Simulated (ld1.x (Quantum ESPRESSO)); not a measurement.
**What the settings do to the PAW potential of oxygen**

Base potential:

- Element: oxygen
- Generator: ld1.x (Quantum ESPRESSO) 7.5
- Type: PAW
- Functional: PBEsol
- Relativity: scalar-relativistic
- Frozen core: [He]
- Valence charge: 6
- Reference configuration: 2s2 2p4
- Partial waves: 2s (bound): rcut 0.55, rcutus 0.80 bohr; 2s channel at -0.2 Ry: rcut 0.55, rcutus 0.80 bohr; 2p (bound): rcut 1.95, rcutus 2.15 bohr; 2p channel at 0.05 Ry: rcut 1.95, rcutus 2.15 bohr
- Local potential: all-electron potential smoothed inside 0.70 bohr (lloc = -1)
- Core correction: Bessel-smoothed model core inside 0.55 bohr
- Augmentation charge: PSQ, inside the norm-conserving radii

All-electron outer shells of the reference configuration (PBEsol, scalar-relativistic, ld1.x):

```tsv
shell	level (eV)	outermost node (bohr)	outermost maximum (bohr)
1s	-512.77	–	0.13
2s	-23.81	0.28	0.87
2p	-8.97	–	0.82
```

Cutoffs, loose and tight: the cutoffs (Ry, on a coarse ladder) from which the occupation-weighted sum of valence levels, in a spherical-Bessel basis at the reference potential, stays within 10 and 1 mRy of its value at 400 Ry. They do not see the model core or the augmentation charge, which bear on the density cutoff. Test errors are all-electron minus pseudo excitation energies from the reference, over the configurations 2s2 2p3; 2s2 2p2; 2s2 2p1; 2s2 2p3.5; 2s2 2p0; 2s1 2p5; 2s0 2p6. A dash means not determined; rows that change the core or the reference have their own tests.

Cutoffs are not given where the Bessel-basis levels miss the radial ones by over 6 mRy, ghosts where they miss by over 20 mRy; a channel whose overlap is not positive is not tested.

A file whose overlap is not positive is unfit for use, and its test errors describe a broken file.

```tsv
change	outcome	bound ghosts	largest test error (meV)
base	generated, overlap not positive	not determined (overlap not positive)	+201
wave 2s channel at -0.2 Ry: rcut 0.55, rcutus 0.80 bohr becomes 2s channel at -1.19 Ry: rcut 0.55, rcutus 0.80 bohr	generated, overlap not positive	not determined (overlap not positive)	+226
wave 2s channel at -0.2 Ry: rcut 0.55, rcutus 0.80 bohr becomes 2s channel at -0.83 Ry: rcut 0.55, rcutus 0.80 bohr	generated, overlap not positive	not determined (overlap not positive)	+214
wave 2s channel at -0.2 Ry: rcut 0.55, rcutus 0.80 bohr becomes 2s channel at 0.01 Ry: rcut 0.55, rcutus 0.80 bohr	generated, overlap not positive	not determined (overlap not positive)	+198
wave 2s channel at -0.2 Ry: rcut 0.55, rcutus 0.80 bohr becomes 2s channel at 1.26 Ry: rcut 0.55, rcutus 0.80 bohr	generated, overlap not positive	not determined (overlap not positive)	+179
```

(1) What comes out with this change to the base: wave 2s channel at -0.2 Ry: rcut 0.55, rcutus 0.80 bohr becomes 2s channel at 4.26 Ry: rcut 0.55, rcutus 0.80 bohr?

(2) What comes out with this change to the base: wave 2s channel at -0.2 Ry: rcut 0.55, rcutus 0.80 bohr becomes 2s channel at -1.53 Ry: rcut 0.55, rcutus 0.80 bohr?

(3) What comes out with this change to the base: wave 2s channel at -0.2 Ry: rcut 0.55, rcutus 0.80 bohr becomes 2s channel at -1.59 Ry: rcut 0.55, rcutus 0.80 bohr?

## Answers

(1) outcome: generated, overlap not positive; bound ghosts: not determined (overlap not positive); largest test error (meV): -154. A file whose overlap is not positive is unfit for use, and its test errors describe a broken file.

(2) outcome: generated, overlap not positive; bound ghosts: not determined (overlap not positive); largest test error (meV): +279. A file whose overlap is not positive is unfit for use, and its test errors describe a broken file.

(3) outcome: generated, overlap not positive; bound ghosts: not determined (overlap not positive); largest test error (meV): +336. A file whose overlap is not positive is unfit for use, and its test errors describe a broken file.
